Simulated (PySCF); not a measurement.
Fractional electron number in Eu (europium, neutral)

The 6s beta orbital of [Xe] 4f7 6s2 is emptied in steps (occupation f), with all orbitals relaxed, ending at [Xe] 4f7 6s1. All numbers are calculated (PySCF 2.14, scalar relativity through the core potential, in def2-SVP with the def2 core potential (28 electrons) (10s6p4d3f1g, 78 functions)). The exact energy is a straight line in f; departures are measured from the line between the end points of the same method.

| f | BHandHLYP (eV) | B3LYP (eV) |
| --- | --- | --- |
| 1 | 0.000 | 0.000 |
| 0.8 | -0.189 | -0.298 |
| 0.6 | -0.288 | -0.451 |
| 0.4 | -0.293 | -0.455 |
| 0.2 | -0.200 | -0.306 |
| 0 | 0.000 | 0.000 |

| method | E(f=0) − E(f=1) (eV) | −ε at f=1 (eV) | −ε at f=0.4 (eV) |
| --- | --- | --- | --- |
| BHandHLYP | 5.509 | 4.349 | 5.723 |
| B3LYP | 5.722 | 3.880 | 6.080 |

Orbital energy along the path (eV):

| f | BHandHLYP | B3LYP |
| --- | --- | --- |
| 1 | -4.349 | -3.880 |
| 0.8 | -4.787 | -4.592 |
| 0.6 | -5.243 | -5.325 |
| 0.4 | -5.723 | -6.080 |
| 0.2 | -6.237 | -6.859 |
| 0 | -6.763 | -7.615 |

Reference removal energy between the ground levels: 5.670 eV (measured; NIST Atomic Spectra Database, ionization energies).
